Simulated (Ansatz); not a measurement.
Reaction (redistribution): `[Cl][Sn]([Cl])([Cl])[Br]` + `OBCl` → `[Cl][SnH]([Cl])[Br]` + `OB(Cl)Cl`

Gas-phase electronic energies from Ansatz, PBE0-D4/def2-TZVP geometries. CCSD(T)/CBS is the MP2 limit (def2-TZVPP, def2-QZVPP) plus CCSD(T) − MP2 in def2-TZVPP, frozen cores. This one scheme is used for every species. DFT in def2-TZVPP. B3LYP here is the variant with VWN-RPA as its local correlation; programs differ in this. HSE06 is defined as in plane-wave codes. Elements past krypton have def2 core potentials. For Br, Sn outer-core shells are correlated without core-valence functions, which leaves a few kJ/mol of doubt a bond. Scalar relativity is left out up to krypton. One conformer a species, not always the lowest.

```tsv
level	ΔE (kJ/mol)	difference from CCSD(T)/CBS
PBE-D4	0.9	-7.4
revPBE-D4	1.2	-7.1
BLYP-D4	8.9	0.6
r2SCAN-D4	0.9	-7.4
B97M-V	-3.3	-11.6
PBE0-D4	0.5	-7.8
B3LYP-D4	7.6	-0.7
r2SCANh-D4	0.6	-7.7
r2SCAN0-D4	0.3	-8.0
BHLYP-D4	9.4	1.1
CAM-B3LYP-D4	3.4	-4.9
ωB97X-V	2.4	-5.9
ωB97M-V	1.4	-6.9
B2PLYP	5.1	-3.2
PBE-QIDH	0.1	-8.2
PBE	-0.9	-9.2
revPBE	1.6	-6.7
BLYP	6.5	-1.8
r2SCAN	0.4	-7.9
PBE0	-1.3	-9.6
B3LYP	4.8	-3.5
r2SCANh	0.0	-8.3
r2SCAN0	-0.5	-8.8
HSE06	-1.1	-9.4
BHLYP	5.3	-3.0
LC-ωPBE	-3.6	-11.9
RPA@PBE/def2-TZVPP	2.6	-5.7
HF/def2-SVP	-1.7	-10.0
MP2/def2-SVP	-7.5	-15.8
CCSD/def2-SVP	-7.2	-15.5
CCSD(T)/def2-SVP	-7.6	-15.9
HF/def2-TZVPP	10.0	1.7
MP2/def2-TZVPP	3.0	-5.3
SCS-MP2/def2-TZVPP	4.8	-3.5
CCSD/def2-TZVPP	1.6	-6.7
HF/def2-QZVPP	12.1	3.8
MP2/def2-QZVPP	7.6	-0.7
SCS-MP2/def2-QZVPP	9.1	0.8
MP2/CBS(def2)	9.7	1.4
CCSD/CBS(def2)	8.3	0.0
CCSD(T)/CBS	8.3	0
```

Largest T1 diagnostic among the species: 0.012.

At CCSD(T), def2-SVP lies −15.9 kJ/mol from the extrapolated value and def2-TZVPP −6.7 kJ/mol. In def2-TZVPP, CCSD(T) changes the Hartree–Fock value by −8.3 kJ/mol (the triples alone add +0.1 kJ/mol) and MP2 by −6.9 kJ/mol.
